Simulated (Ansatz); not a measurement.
This geometry of CH5ClFSbSn (10 atoms, charge 0, multiplicity 1) is a first-order saddle point.

All numbers below come from RKS B3LYP/def2-SVP in Ansatz 0.2.0.

```xyz
10
Properties=species:S:1:pos:R:3
F -0.044 2.552 0.316
Sb 0.490 1.382 1.787
Cl -1.696 0.575 2.373
C 0.956 -0.277 0.477
Sn -0.408 -0.649 -1.200
H 0.999 -1.190 1.095
H 1.966 -0.095 0.072
H -1.785 -1.500 -0.634
H -0.858 0.803 -1.984
H 0.463 -1.651 -2.300
```

Q: Which two structures does it join? (They come from a converged band through this point; their orientation in space is the band's.)

A: No bond is made or broken. The dihedral Sb2–C4–Sn5–H9 goes from 75 to -50°. The two ends are copies of one structure, up to a mirror image or an exchange of like atoms.

Initial state:

```xyz
10
Properties=species:S:1:pos:R:3
F -1.142 1.964 0.486
Sb 0.171 1.344 1.812
Cl -1.222 -0.267 2.914
C 1.014 -0.083 0.422
Sn -0.265 -0.471 -1.320
H 1.183 -1.028 0.961
H 1.986 0.298 0.068
H -1.869 -0.826 -0.844
H -0.194 0.866 -2.392
H 0.421 -1.848 -2.104
```

Final state:

```xyz
10
Properties=species:S:1:pos:R:3
F 0.525 2.214 -0.501
Sb 1.137 1.521 1.233
Cl -0.917 1.811 2.437
C 0.715 -0.520 0.657
Sn -0.577 -0.681 -1.112
H 0.225 -1.023 1.506
H 1.668 -1.034 0.446
H -1.042 -2.343 -1.199
H -1.973 0.293 -0.947
H 0.324 -0.288 -2.518
```

Q: How far does it lie above each of them?

A: 1.5 kcal/mol above the first and 1.5 kcal/mol above the second. This is the barrier of this one path; another mechanism may lie lower.

Run time: 9.9 min on 2 threads of Intel(R) Xeon(R) Platinum 8488C (Sapphire Rapids), with other jobs on the host, peak memory 0.38 GiB.
